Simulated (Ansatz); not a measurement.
`N[SiH]1C=CN1` → 2 C• + 6 H• + 2 N• + Si•  (atomization)

Gas-phase electronic energies from Ansatz, PBE0-D4/def2-TZVP geometries. CCSD(T)/CBS adds triple-zeta CCSD(T) − MP2 to the extrapolated MP2 energy (def2 sets, frozen cores). This one scheme is used for every species, atoms too. DFT in def2-TZVPP. HSE06 is defined as in plane-wave codes. No spin–orbit coupling; open shells (•) take unrestricted orbitals. Spin–orbit coupling would lower the free atoms: a little for C, Si. Each species was taken in one conformer, which may not be the lowest.

`N[SiH]1C=CN1`:

Z-matrix (Å, degrees):
```
Si
C 1 1.832
C 1 2.201 2 37.8
N 1 1.696 2 123.1 3 125.9
N 1 1.791 2 76.9 3 7.7
H 1 1.485 2 118.0 3 -99.2
H 2 1.077 1 145.6 3 173.9
H 3 1.090 1 170.3 2 -130.1
H 4 1.005 1 122.5 2 158.3
H 4 1.006 1 122.8 2 -38.9
H 5 1.010 1 129.3 2 -130.9
```

```json
{"level": "PBE-D4", "ΔE (eV)": "45.29"}
{"level": "B97M-V", "ΔE (eV)": "44.19"}
{"level": "HSE06-D4", "ΔE (eV)": "44.35"}
{"level": "CAM-B3LYP-D4", "ΔE (eV)": "44.37"}
{"level": "r2SCAN0", "ΔE (eV)": "43.22"}
{"level": "BHLYP", "ΔE (eV)": "42.43"}
{"level": "SCS-MP2/def2-TZVPP", "ΔE (eV)": "43.39"}
{"level": "CCSD/def2-TZVPP", "ΔE (eV)": "41.84"}
```

**Question.** What does CCSD(T)/CBS give? (Best estimate.)

**Answer.** Ansatz gave: +44.05 eV. The listed levels differ from it by 1.24, 0.14, 0.30, 0.32, -0.83, -1.62, -0.66, -2.21 eV.

Largest T1 diagnostic among the species: 0.013.

The D4 term adds +0.38 eV with B3LYP and +0.20 eV with PBE0; it sums over pairs of atoms, weighted by their polarisabilities, and B3LYP, whose exchange is more repulsive, gets the larger term. In def2-TZVPP, CCSD(T) changes the Hartree–Fock value by +12.13 eV (the triples alone add +0.79 eV) and MP2 by +12.96 eV; breaking electron pairs costs correlation energy, which Hartree–Fock lacks.

B3LYP here is the variant with VWN-RPA as its local correlation; programs differ in this.

For atomizations the MP2-based limit and the directly extrapolated one differ by several kJ/mol either way, and by 10 to 25 for some Ge, Se and Sn compounds, so smaller differences from it don't rank the levels.
